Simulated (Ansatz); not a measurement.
Gas-phase electronic energies from Ansatz, PBE0-D4/def2-TZVP geometries. CCSD(T)/CBS is the MP2 limit (def2-TZVPP, def2-QZVPP) plus CCSD(T) − MP2 in def2-TZVPP, frozen cores. This one scheme is used for every species. Functionals use def2-TZVPP. B3LYP here is the variant with VWN-RPA as its local correlation; programs differ in this. Each species was taken in one conformer, which may not be the lowest.

`CCOB(F)F` + `O[Si](O)(O)S` → `CCS[Si](O)(O)O` + `OB(F)F`  (substitution at a C–O bond)

`CCOB(F)F`:

```xyz
11

C    -0.235   -1.400    0.216
C     0.663   -0.313   -0.321
O    -0.106    0.780   -0.820
B    -0.409    1.837   -0.058
F     0.003    1.961    1.200
F    -1.145    2.811   -0.562
H     0.364   -2.256    0.536
H    -0.935   -1.736   -0.551
H    -0.806   -1.045    1.077
H     1.252   -0.676   -1.166
H     1.354    0.038    0.450
```

`O[Si](O)(O)S`:

```xyz
9

O    -0.218   -1.581    0.153
Si    0.092    0.006   -0.040
O    -0.369    0.373   -1.560
O     1.663    0.440    0.084
S    -0.928    1.034    1.513
H    -0.160   -2.120   -0.638
H    -0.140    1.242   -1.893
H     2.076    0.354    0.945
H    -2.016    0.251    1.435
```

`CCS[Si](O)(O)O`:

Cartesian coordinates in Å:
```
C -1.867 -1.237 0.330
C -1.426 0.154 0.734
S 0.256 0.194 1.455
Si 1.422 0.497 -0.276
O 2.984 0.338 0.179
O 0.929 -0.555 -1.425
O 1.276 1.971 -0.968
H -1.837 -1.918 1.183
H -1.218 -1.635 -0.450
H -2.892 -1.210 -0.050
H -1.460 0.846 -0.109
H -2.072 0.563 1.513
H 3.215 -0.445 0.682
H 1.083 -0.281 -2.332
H 1.608 2.718 -0.466
```

`OB(F)F`:

```xyz
5

O     0.205   -0.950    0.299
B    -0.067    0.220   -0.307
F    -0.182    0.260   -1.618
F    -0.227    1.349    0.373
H     0.270   -0.880    1.254
```

**Question.** Is it downhill or uphill in electronic energy at CCSD(T)/CBS, and by how much? (Best estimate.)

**Answer.** Computed: Downhill: ΔE = -33.6 kJ/mol.

**Question.** What do these levels give: PBE0-D4, B2PLYP, r2SCAN, B3LYP, HF/def2-TZVPP, CCSD/CBS(def2)? (Estimate.)

**Answer.** Computed: PBE0-D4 -33.7, B2PLYP -26.6, r2SCAN -28.4, B3LYP -20.7, HF/def2-TZVPP -13.2, CCSD/CBS(def2) -30.4 kJ/mol.

Largest T1 diagnostic among the species: 0.012.

The D4 term adds −8.4 kJ/mol with B3LYP and −4.8 kJ/mol with PBE0; it sums over pairs of atoms, weighted by their polarisabilities, and B3LYP, whose exchange is more repulsive, gets the larger term. In def2-TZVPP, CCSD(T) changes the Hartree–Fock value by −16.6 kJ/mol (the triples alone add −3.2 kJ/mol) and MP2 by −25.2 kJ/mol.
